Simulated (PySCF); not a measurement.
Species: triethylamine alane, C6H18AlN.
Atom-mapped SMILES: `[CH3:1][CH2:2][N+:3]([AlH3-:4])([CH2:5][CH3:6])[CH2:7][CH3:8]` (hydrogens: H9, H10, H11 on C1; H12, H13 on C2; H14, H15, H16 on Al4; H17, H18 on C5; H19, H20, H21 on C6; H22, H23 on C7; H24, H25, H26 on C8)

Structure used (PBE0-D3(BJ)/def2-SVP), in Å, numbered top down from 1:
```
atom  x, y, z in Å
C1    -2.0652   -1.0262   -0.5358
C2    -0.9703   -0.0266   -0.8461
N3     0.0852    0.0779    0.1895
Al4   -0.7229    0.7957    1.9853
C5     0.6819   -1.2373    0.5407
C6     1.3323   -2.0141   -0.5909
C7     1.1548    1.0045   -0.2609
C8     0.7193    2.4371   -0.4938
H9    -2.8559   -0.9347   -1.2942
H10   -1.7108   -2.0672   -0.5524
H11   -2.5193   -0.8346    0.4479
H12   -1.4182    0.9721   -0.9373
H13   -0.4969   -0.2589   -1.8181
H14    0.6242    1.3697    2.6585
H15   -1.8089    1.8669    1.4727
H16   -1.3203   -0.5457    2.6422
H17   -0.1093   -1.8375    1.0101
H18    1.4160   -1.0363    1.3372
H19    2.1940   -1.4919   -1.0310
H20    0.6239   -2.2493   -1.3993
H21    1.7012   -2.9711   -0.1939
H22    1.6040    0.6010   -1.1856
H23    1.9292    0.9834    0.5204
H24    0.2612    2.8768    0.4038
H25    0.0094    2.5370   -1.3272
H26    1.6066    3.0360   -0.7460
```

The calculation used PySCF 2.14.0, PBE0-D3(BJ)/def2-SVP geometry optimisation, gas phase.

Masses are those of the commonest isotopes; rigid-rotor values at the optimised geometry. The values belong to one conformer with, in the numbering `[CH3:1][CH2:2][N+:3]([AlH3-:4])([CH2:5][CH3:6])[CH2:7][CH3:8]`, C1–C2–N3–Al4 -64°, C2–N3–C5–C6 59°, C2–N3–C7–C8 62°.

(1) Give the principal moments of inertia and the rotational constants in cm⁻¹.

(2) What kind of rotor is it?

(3) What does the inertial defect say?

(4) Where do the levels up to J = 4 lie, in MHz?

(5) Which lines would a microwave search look for?

(6) Estimate the classical rotational partition function at 10 K, 50 K and 500 K.

Answers

(1) Ia = 309.82, Ib = 376.52, Ic = 441.59 u·Å²; 505379 MHz·u·Å²/I gives 1631, 1342 and 1144 MHz, that is A = 0.05441, B = 0.04477, C = 0.03817 cm⁻¹.

(2) An asymmetric top. Ray's parameter κ = (2B − A − C)/(A − C) = -0.187; −1 is the prolate and +1 the oblate limit.

(3) Not planar: Δ = Ic − Ia − Ib = -244.75 u·Å². For a rigid frame Δ = −2 Σ m c², so Σ m c² = 122.38 u·Å² lies off the ab plane: 33.94 from hydrogen and 88.44 from heavier atoms. The atom farthest from that plane is 2.37 Å away.

(4) Above 0(0,0):
J = 1: 1(0,1) 2487, 1(1,1) 2776, 1(1,0) 2973
J = 2: 2(0,2) 7388, 2(1,2) 7551, 2(1,1) 8145, 2(2,1) 9011, 2(2,0) 9084
J = 3: 3(0,3) 14606, 3(1,3) 14675, 3(1,2) 15844, 3(2,2) 16472, 3(2,1) 16786, 3(3,1) 18450, 3(3,0) 18468
J = 4: 4(0,4) 24096, 4(1,4) 24120, 4(1,3) 25984, 4(2,3) 26360, 4(2,2) 27128, 4(3,2) 28503, 4(3,1) 28617, 4(4,1) 31130, 4(4,0) 31134
The levels of one J sum to (2J + 1)J(J + 1)(A + B + C)/3.

(5) The dipole components are |μa| = 3.76 D, |μb| = 3.46 D, |μc| = 2.18 D. The squared components, which scale the intensities, stand as 1.00 : 0.85 : 0.34 (a : b : c). Some lines, for components of 0.1 D or more:

```
type  branch         J(Ka,Kc)    MHz  lower level (cm⁻¹)
   c       Q  4(2,3) ← 4(1,3)    376               0.867
   b       Q  3(2,1) ← 3(1,2)    942               0.529
   c       Q  5(4,2) ← 5(3,2)   2285               1.382
   b       Q  4(4,1) ← 4(3,2)   2627               0.951
   c       R  2(1,1) ← 1(0,1)   5658               0.083
   c       R  2(2,1) ← 1(1,1)   6236               0.093
   a       R  3(1,3) ← 2(1,2)   7124               0.252
   b       R  4(2,2) ← 3(3,1)   8678               0.615
   b       R  4(0,4) ← 3(1,3)   9421               0.490
   a       R  4(2,2) ← 3(2,1)  10342               0.560
   b       R  4(3,2) ← 3(2,1)  11717               0.560
   b       R  5(1,4) ← 4(2,3)  12093               0.879
   a       R  5(1,4) ← 4(1,3)  12469               0.867
   b       R  4(4,1) ← 3(3,0)  12663               0.616
   b       R  5(3,3) ← 4(2,2)  13928               0.905
   c       R  5(5,0) ← 4(4,0)  15935               1.039
   c       R  5(5,1) ← 4(4,1)  15938               1.038
```

(6) Point group C1, symmetry number σ = 1; q = (√π/σ)·√((kT/h)³/(ABC)), k/h = 20836.6 MHz/K: 3370 at 10 K, 37700 at 50 K, 1190000 at 500 K.

No frequency check. Zero-point vibration and centrifugal distortion are left out. A rigid rotor knows nothing of internal rotation, which can split or shift real lines. Quadrupole hyperfine structure (14N, 27Al) is left out.
